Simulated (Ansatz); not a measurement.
Reactions of C$_{4}$H$_{8}$Se (`C=C[Se]CC`).

Isolated molecules relaxed with PBE0-D4/def2-TZVP in Ansatz; ΔE leaves out vibrations. CCSD(T)/CBS is the MP2 limit (def2-TZVPP, def2-QZVPP) plus CCSD(T) − MP2 in def2-TZVPP, frozen cores. This one scheme is used for every species. For Se outer-core shells are correlated without core-valence functions, which leaves a few kJ/mol of doubt a bond. Scalar relativity is left out up to krypton. Each species was taken in one conformer, which may not be the lowest.

Order these by ΔE at CCSD(T)/CBS, lowest first. (Estimate.)
A. `C=C[Se]CC` + `OB([SiH3])Cl` → `C=C[SiH2]B(O)Cl` + `CC[SeH]`
B. `C=C[Se]CC` + `C=CCO[SiH3]` → `C=CC[Se]C=C` + `CCO[SiH3]`
C. `C=C[Se]CC` + `O[SiH2][SeH]` → `C=C[Se][SiH2]O` + `CC[SeH]`
D. `C=C[Se]CC` + `O[SiH3]` → `C=C[Se][SiH2]O` + `CC`

D (-105.9 kJ/mol), A (-21.1 kJ/mol), B (-7.9 kJ/mol), C (+8.4 kJ/mol).

Largest T1 diagnostic: 0.013, for `OB([SiH3])Cl`.
